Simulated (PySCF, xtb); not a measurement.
C2H6OTe, SMILES CC[Te]O.

GFN2-xTB (xtb) at its own geometry gives an orbital gap of 3.89 eV and a dipole moment of 2.39 D.

Coordinates come from a r2SCAN-D4/def2-SVP optimisation. The def2 effective core potentials stand for the cores of Te; spin–orbit coupling is left out. One conformer was computed; it need not be the lowest.

Problem. What does PySCF with M06-2X/def2-TZVP give? (The exact figures need the calculation; the answer reports its results.)

Solution. gap 6.52 eV (levels -7.17 and -0.64 eV), dipole 2.23 D.
